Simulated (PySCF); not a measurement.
PySCF input for Al(AsH2)(H)(OH) (AlAsH4O), SMILES [OH][AlH][AsH2], IEF-PCM-M06-2X/def2-SVP. Geometry: ωB97X-D3(BJ)/def2-SVP. Other conformers were not sampled.

```python
import numpy as np
from pyscf import gto, scf, dft
from pyscf.solvent import pcm

mol = gto.M(
    atom='''
    Al    1.26320308    0.37929396    0.06315051
    As   -0.88647501   -0.65625651   -0.19221332
    H    -0.55589879   -1.07055946   -1.61828376
    H    -1.50864218    0.66312326   -0.61683509
    H     2.62541512   -0.27262834   -0.42155385
    O     1.27798005    1.87528515    0.88390831
    H     2.04732091    2.40342665    1.10748941
    ''',
    basis='def2-SVP',
    charge=0,
    spin=0,
    max_memory=1600,
    verbose=3,
)
mf = dft.RKS(mol, xc='m06-2x').density_fit(auxbasis='def2-universal-jkfit')
mf.grids.level = 4
mf.conv_tol = 1e-9
mf.max_cycle = 100
mf.kernel()
res = {}
for name, eps in {'water': 78.355, 'methanol': 32.613, 'acetone': 20.493}.items():
    s = mf.PCM()
    s.with_solvent.method, s.with_solvent.eps, s.with_solvent.lebedev_order = 'IEF-PCM', eps, 29
    s.kernel(mf.make_rdm1())
    res[name] = (s.e_tot, eps, s.dip_moment(), s.mo_energy, s.converged)
    print(f'{name}: electrostatic solvation free energy {(s.e_tot - mf.e_tot) * 627.509474:.3f} kcal/mol')
```

Program output:

```
converged SCF energy = -2555.53732401473

WARN: PCM is an experimental feature. It is still in testing.
Features and APIs may be changed in the future.

converged SCF energy = -2555.54783509133
Dipole moment(X, Y, Z, Debye):  2.19528,  1.04565, -0.47063
water: electrostatic solvation free energy -6.596 kcal/mol

WARN: PCM is an experimental feature. It is still in testing.
Features and APIs may be changed in the future.

converged SCF energy = -2555.5475123202
Dipole moment(X, Y, Z, Debye):  2.17394,  1.03887, -0.46169
methanol: electrostatic solvation free energy -6.393 kcal/mol

WARN: PCM is an experimental feature. It is still in testing.
Features and APIs may be changed in the future.

converged SCF energy = -2555.547194081
Dipole moment(X, Y, Z, Debye):  2.15324,  1.03211, -0.45314
acetone: electrostatic solvation free energy -6.194 kcal/mol
```

The run converged.

Cost: very roughly 70 core-seconds.
